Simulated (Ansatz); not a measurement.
Geometry optimisation, Ansatz 0.2.0, RKS revPBE-D4/def2-SVP.

Input:

```yaml
crystal:
  periodic: [false, false, false]
  atoms:
    - { symbol: Hf, position_ang: [-0.022707, 0.177898, 0.019162] }
    - { symbol: "N", position_ang: [-0.019611, 0.065963, 2.167714] }
    - { symbol: H, position_ang: [-0.878186, 0.114809, 2.730092] }
    - { symbol: H, position_ang: [0.763654, 0.397802, 2.744225] }
    - { symbol: Cl, position_ang: [2.137344, 0.569489, -0.823882] }
    - { symbol: Cl, position_ang: [-1.284065, 2.085573, -0.527997] }
    - { symbol: Cl, position_ang: [-1.286522, -1.627562, -0.850781] }
    - { symbol: O, position_ang: [1.472291, -2.431309, 1.268751] }
    - { symbol: H, position_ang: [0.886524, -3.143364, 0.948037] }
    - { symbol: H, position_ang: [0.917578, -1.976699, 1.95658] }
basis:
  gaussian: { orbitals: def2-SVP }
hamiltonian:
  xc: revpbe
  dispersion: d4
relax:
  f_tol: 0.03
  max_steps: 50
```

Command:

```bash
$ ansatz run input.yaml --threads 4 --pin off --max-ram 5120MiB --backend cpu --events-out ev --progress --plain --runs-dir out
```

Question: Where does it end, and by what steps?

Answer: The run converged. The force dipped under the threshold on the way, but the program's further checks kept it going. After 27 steps the energy has fallen by 0.643 eV; H9 moved furthest, 1.51 Å. Joined: Hf1–O8 (3.26 → 2.41 Å).

| step | energy less start (eV) | largest force component (eV/Å) | accepted |
| --- | --- | --- | --- |
| 0 | 0.0000 | 1.930 | yes |
| 1 | -0.1899 | 1.044 | yes |
| 2 | -0.3350 | 0.871 | yes |
| 3 | -0.4261 | 0.831 | yes |
| 4 | -0.4548 | 0.565 | yes |
| 5 | -0.4694 | 0.441 | yes |
| 6 | -0.4772 | 0.563 | yes |
| 7 | -0.4842 | 0.295 | yes |
| 8 | -0.4950 | 0.128 | yes |
| 9 | -0.4891 | 0.446 | no |
| 10 | -0.5031 | 0.134 | yes |
| 11 | -0.5103 | 0.155 | yes |
| 12 | -0.5196 | 0.212 | yes |
| 13 | -0.5135 | 0.938 | no |
| 14 | -0.5315 | 0.146 | yes |
| 15 | -0.5424 | 0.221 | yes |
| 16 | -0.5562 | 0.540 | yes |
| 17 | -0.5518 | 1.268 | no |
| 18 | -0.5737 | 0.265 | yes |
| 19 | -0.5886 | 0.249 | yes |
| 20 | -0.6094 | 0.243 | yes |
| 21 | -0.6315 | 0.120 | yes |
| 22 | -0.6333 | 0.077 | yes |
| 23 | -0.6417 | 0.024 | yes |
| 24 | -0.6284 | 0.550 | no |
| 25 | -0.6426 | 0.055 | yes |
| 26 | -0.6426 | 0.071 | no |
| 27 | -0.6432 | 0.007 | yes |

```xyz
10
Properties=species:S:1:pos:R:3
Hf -0.060 -0.117 0.302
N -0.084 0.374 2.257
H -0.506 1.223 2.649
H 0.324 -0.188 3.012
Cl 2.106 0.033 -0.753
Cl -1.194 1.788 -0.520
Cl -1.533 -1.933 -0.297
O 1.088 -2.023 1.226
H 1.957 -2.098 0.778
H 0.587 -2.827 0.977
```

Whether the end is a true minimum wasn't checked by a vibrational analysis.

The run took 83 s on 4 threads of Arm Neoverse V1, on a shared host, peak memory 0.22 GiB.
